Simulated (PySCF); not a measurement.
Ligand exchange on a metal centre used in film growth or etching (Zn Cl-NH2). Gas-phase values, no solvent. One relaxed conformer stands for each flexible species; it need not be the lowest.

Level of theory: TPSSh-D3(BJ)/def2-TZVP // PBE-D3(BJ)/def2-SVP run with PySCF 2.14.0. 

| species | HOMO–LUMO gap (eV) | coordination number |
|---|---|---|
| 0 of 2 Cl replaced by NH2 ([Zn(Cl)2]) | 6.23 | 2 |
| 1 of 2 Cl replaced by NH2 | 5.38 | 2 |
| 2 of 2 Cl replaced by NH2 ([Zn(NH2)2]) | 5.35 | 2 |
